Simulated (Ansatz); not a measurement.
Relaxation of C2HCl3Zr (7 atoms, charge 0, multiplicity 1), to a largest force component of 0.02 eV/Å in at most 50 steps.

These are results of Ansatz 0.2.0, RKS PBE0/def2-SVP, not measurements.

```xyz
7
Properties=species:S:1:pos:R:3
C 1.949 -1.315 0.270
C 0.905 -0.713 0.165
Zr -0.861 0.528 -0.097
Cl -2.787 -0.527 -0.681
Cl -0.621 2.106 -1.717
Cl -1.455 1.753 1.723
H 2.869 -1.833 0.337
```

Task: Where does it end, and by what steps?

Result: It converged. After 4 steps the energy has fallen by 0.213 eV; Cl4 moved furthest, 0.27 Å.

```tsv
step	energy less start (eV)	largest force component (eV/Å)	accepted
0	0.0000	1.551	yes
1	-0.1790	0.405	yes
2	-0.2108	0.108	yes
3	-0.2119	0.036	yes
4	-0.2134	0.005	yes
```

```xyz
7
Properties=species:S:1:pos:R:3
C 1.854 -1.265 0.254
C 0.838 -0.588 0.121
Zr -0.922 0.624 -0.124
Cl -2.693 -0.778 -0.685
Cl -0.496 2.151 -1.828
Cl -1.327 1.714 1.892
H 2.746 -1.858 0.370
```

The run took 27 s on 2 threads of Arm Neoverse V1 (shared host), peak memory 0.31 GiB.
